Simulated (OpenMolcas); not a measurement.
An OpenMolcas run meant for Os I (ANO-RCC-VTZP, DKH2; inactive shells 1s 2s 2p 3s 3p 3d 4s 4p 4d 4f 5s 5p; intended active space 8 electrons in 6 orbitals (5d 6s)). One step of its input:

```
&RASSCF
FileOrb=start.orb
Symmetry=1
Spin=6
nActEl=8 0 0
Inactive=15 19
Ras2=6 0
CIRoot=15 15 1
SDav=15
CIMx=300
Iter=65 100
PrWF=0.3
OrbListing=Nothing
MaxOrb=0
Atom
CIOnly
>>> COPY $Project.JobIph JOB001
```

Lines from the output:

```
--- SEWARD ---
Basis set label: OS.ANO-RCC...8S7P5D3F2G1H.

      Electronic valence basis set:
      ------------------
      Associated Effective Charge  76.000000 au
      Associated Actual Charge     76.000000 au
      Nuclear Model: Point charge

      Shell  nPrim  nBasis  Cartesian Spherical Contaminant
         s      24       8        X
         p      21       7        X
         d      15       5                 X
         f      11       3                 X
         g       4       2                 X
         h       2       1                 X
                  Relativistic Douglas-Kroll-Hess integrals:
                    - DKH order of Hamiltonian: 2
                    - DKH order of Properties : 0
                  Atomic mean-field integrals
--- RASSCF ---

 Nr of active orbitals     NAC=   6
 Spin degeneracy         ISPIN=   6
 There can be no such wave function.
 ************************************************
--- Stop Module: rasscf at  /rc=_RC_INPUT_ERROR_ ---
.####################.
.# User input error #.
.####################.
```

Question: What is wrong with the input?

Answer: The spin multiplicity does not fit the number of active electrons: an even count needs an odd multiplicity and the reverse.
